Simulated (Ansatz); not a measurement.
Two structures of BNH6SO2, closed shell, reached by relaxing down either side of one saddle point (PBE0-D4/def2-TZVP). Energies are electronic, without zero-point energy. Ansatz 0.2.0; basis: def2-TZVPP and def2-QZVPP; cores frozen in the correlated methods. Extrapolation: Hartree–Fock as exp(−7.88 √X), correlation as X^−2.97. First:

```xyz
11
angstrom
B -0.7625 -0.0043 -0.7694
N -0.0840 1.2317 -0.5943
O -1.1117 -0.3724 -2.0432
O -1.0523 -0.8614 0.2632
H 1.8155 0.1382 0.9938
S 1.6183 -0.2645 2.2622
H 0.0198 1.8525 -1.3778
H -0.0552 1.7023 0.2919
H -1.4965 -1.2511 -2.0566
H -0.6415 -0.6127 1.0988
H 1.7503 -1.5584 1.9315
```

Second:

```csv
atom,x (Å),y (Å),z (Å)
B1,-0.2287,-0.2652,0.0303
N2,0.2911,1.2900,-0.1559
O3,-0.2543,-0.7074,-1.3217
O4,-1.4734,-0.1376,0.7124
H5,0.5041,1.7015,0.7462
S6,1.0957,-1.1312,1.1642
H7,1.1250,1.3089,-0.7336
H8,-0.4427,1.8267,-0.6119
H9,-0.8655,-1.4374,-1.4262
H10,-1.5538,-0.7670,1.4290
H11,1.8026,-1.6811,0.1673
```

Which bonds change from the first to the second?

BNH₄O₂ ([NH2][B]([OH])[OH]) + H₂S → BH₃SO₂ ([OH][B]([OH])[SH]) + NH₃ (still joined by a long B–N bond); bonds formed: B1–S6, N2–H5; bonds broken: H5–S6; bonds weakened to dative contacts: B1–N2.

Give the saddle point's structure and its height above each. (An estimate is asked for; the value comes from the calculation.)

The calculation gives: 118.7 kJ/mol above the first and 94.0 kJ/mol above the second (CCSD(T) at an estimated basis limit (MP2 extrapolated from triple and quadruple zeta, plus CCSD(T) − MP2 in triple zeta)).
B1  (-0.566, -0.136, -0.322)
N2  (0.217, 1.184, -0.177)
O3  (-0.316, -0.750, -1.505)
O4  (-1.692, -0.371, 0.411)
H5  (0.942, 0.716, 0.592)
S6  (1.301, -0.819, 1.512)
H7  (0.692, 1.466, -1.028)
H8  (-0.314, 1.957, 0.209)
H9  (-0.785, -1.585, -1.579)
H10  (-1.544, -0.345, 1.359)
H11  (2.066, -1.317, 0.528)
(Å)

T1 diagnostic: at most 0.013.

Labels in which every atom is bracketed show which atoms are joined, not bond orders.

For scale, one of the runs: CCSD(T)/def2-TZVPP, 250 basis functions, launched by `ansatz run in.yaml --threads 8 --pin off --events-out ev --progress --plain --max-ram 19148MiB`. Hardware: 8 CPU threads of an Arm Neoverse V1, shared host. Wall time 99 s; peak host memory 5.6 GiB.
